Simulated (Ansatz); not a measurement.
(1) Predict a relaxed structure of SnPhH3 (C₆H₈Sn), charge 0, singlet, at r2SCAN-D4/def2-SVP (Ansatz).

## Answers

(1) 
```xyz
15

Sn   -0.582   -1.959    1.714
C    -0.110   -0.386    0.327
C    -1.073    0.078   -0.584
C    -0.772    1.112   -1.477
C     0.498    1.695   -1.472
C     1.467    1.240   -0.572
C     1.165    0.206    0.321
H    -2.073   -0.370   -0.607
H    -1.533    1.462   -2.182
H     0.734    2.503   -2.170
H     2.464    1.691   -0.566
H     1.939   -0.139    1.015
H     0.831   -2.880    2.020
H    -1.807   -2.948    1.038
H    -1.148   -1.305    3.196
```
 This is one stationary point.

In the def2 sets Sn takes a core potential; there is no spin–orbit coupling.
